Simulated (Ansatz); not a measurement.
One geometry of CdMeCl (CH3CdCl), several levels of theory.

```yaml
crystal:
  periodic: [false, false, false]
  atoms:
    - {symbol: Cd, position_ang: [-0.002888, 0.006127, -1.196584]}
    - {symbol: C, position_ang: [0.002128, -0.004065, 0.896634]}
    - {symbol: H, position_ang: [-0.450370, 0.914921, 1.269040]}
    - {symbol: H, position_ang: [1.027240, -0.073794, 1.260296]}
    - {symbol: H, position_ang: [-0.567823, -0.859079, 1.260087]}
    - {symbol: Cl, position_ang: [-0.008287, 0.015900, -3.489492]}
basis:
  gaussian: {orbitals: def2-TZVP, initial_orbitals: start.molden}
hamiltonian: {xc: {name: revPBE}, dispersion: d4}
scf: {omitted_lower_state_checks: [starts]}
output: {orbitals: {seedname: orbitals}}
```

The file start.molden holds the orbitals of an earlier run on this structure, at another level or in another basis.

```sh
$ ansatz run in.yaml --threads 4 --pin off --events-out ev --progress --plain --max-ram 3916MiB
```

Shortened log:

```
Functional definition: revPBE
937 factors; their error is unknown
mean field evaluation 1: about -18174.5919 eV, gradient 8.8e0 eV
mean field evaluation 2: about -18174.6607 eV, gradient 1.0e-1 eV
mean field evaluation 4: about -18174.6474 eV, gradient 1.9e-4 eV
mean field -18174.64743101 eV, -667.9059738712 hartree, gradient 1.3e-5 eV, S^2 0.000000; 0 other end points of the search recorded, 0 dependent functions left out
reference -18174.64748114 eV, -667.9059757133 hartree; 23, 23 occupied and 103, 103 virtual orbitals, 937 factors
Total energy: -18174.93316062 eV, -667.9164742408 hartree
Checks for a lower state left out: starts
```

It took 0.6 s on 4 threads of Intel Xeon Platinum 8488C on a shared host.

The first input with `hamiltonian: {xc: pbe0, dispersion: d4}`, `output: {forces: true, orbitals: {seedname: orbitals}}` and without the key `scf` (abridged; 1.2 s):

```
Functional definition: PBE0
mean field evaluation 16: about -18170.1991 eV, gradient 8.8e-2 eV
mean field -18170.19906539 eV, -667.7424994500 hartree, gradient 1.3e-5 eV, S^2 0.000000; 1 other end points of the search recorded, 0 dependent functions left out
Total energy: -18170.28330980 eV, -667.7455953747 hartree
Atom 0 force    -0.000026    -0.000377    -0.014177 eV/Å
Atom 1 force    -0.000210    -0.000202     0.015582 eV/Å
Atom 2 force     0.001151    -0.002261    -0.003532 eV/Å
Atom 3 force    -0.002366     0.000230    -0.002862 eV/Å
Atom 4 force     0.001460     0.002251    -0.002700 eV/Å
Atom 5 force    -0.000009     0.000360     0.007690 eV/Å
Dipole moment:     0.001545    -0.002728     0.657107 e Å
```

As the first input, with `hamiltonian: {xc: hf}` (abridged; 0.5 s):

```
Functional definition: HF
mean field -18124.14933269 eV, -666.0502029868 hartree, gradient 2.3e-5 eV, S^2 0.000000
Total energy: -18124.14933269 eV, -666.0502029868 hartree
Checks for a lower state left out: starts
```

First input, but with `gaussian: {orbitals: def2-SVP, initial_orbitals: start.molden}`, `hamiltonian: {xc: pbe, dispersion: d4}` (abridged; 0.45 s):

```
Functional definition: PBE
mean field -18162.49031971 eV, -667.4592082714 hartree, gradient 8.7e-6 eV, S^2 0.000000
Total energy: -18162.59030787 eV, -667.4628827682 hartree
Checks for a lower state left out: starts
```

Geometry: PBE0-D4/def2-TZVP.

In the def2 sets Cd takes a core potential; there is no spin–orbit coupling.
